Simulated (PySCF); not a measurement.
Which determinant of ICl⁺ lies lowest?

Unrestricted PBE0; basis I def2-SVP with ECP28, Cl def2-SVP; scalar-relativistic core potentials; PySCF 2.14. Outer shells of the fragments: I+ 4d10 5s2 5p4; Cl 3s2 3p5.

Followed along the bond (rough minima from three points):

```csv
2Ms+1,unpaired,⟨S²⟩ at the start,R at minimum (Å),Te (eV)
2,π ↑,0.75,2.28,0.00
4,"σ ↑, π ↑↑",3.75,none in the scan,≤ 1.40
```

Solutions found at the starting distance of 2.380 Å, counted from the lowest of them; the search is not exhaustive and high or unbound solutions are not listed, so other states can lie among these:

```json
{"2Ms+1": "2", "unpaired": "π ↑", "term": "²Π", "E (eV)": "0.00", "⟨S²⟩": "0.75", "⟨Lz²⟩": "1.00", "μ (D)": "-0.47"}
{"2Ms+1": "4", "unpaired": "σ ↑, π ↑↑", "term": "⁴Σ⁻", "E (eV)": "1.50", "⟨S²⟩": "3.75", "⟨Lz²⟩": "0.00", "μ (D)": "-0.28"}
{"2Ms+1": "2", "unpaired": "σ ↑, π ↑↓", "term": "mixed", "E (eV)": "2.02", "⟨S²⟩": "1.76", "⟨Lz²⟩": "2.01", "μ (D)": "-0.10"}
{"2Ms+1": "2", "unpaired": "σ ↓, π ↑↑", "term": "mixed", "E (eV)": "2.03", "⟨S²⟩": "1.76", "⟨Lz²⟩": "0.00", "μ (D)": "-0.17"}
{"2Ms+1": "2", "unpaired": "σ ↑", "term": "mixed", "E (eV)": "2.84", "⟨S²⟩": "0.75", "⟨Lz²⟩": "2.00", "μ (D)": "0.11"}
{"2Ms+1": "4", "unpaired": "σ ↑, π ↑↑", "term": "mixed", "E (eV)": "3.14", "⟨S²⟩": "3.75", "⟨Lz²⟩": "2.01", "μ (D)": "1.89"}
```

A term symbol is given only where ⟨S²⟩ and ⟨Lz²⟩ are close to those of a pure state; real π, δ and φ orbitals otherwise mix terms. A positive dipole points towards Cl; it is taken about the centre of mass and depends on that origin.

Spin–orbit coupling is left out. Counting both spins, an empty level lies below a filled one in some of these solutions, because spin and occupation are held.
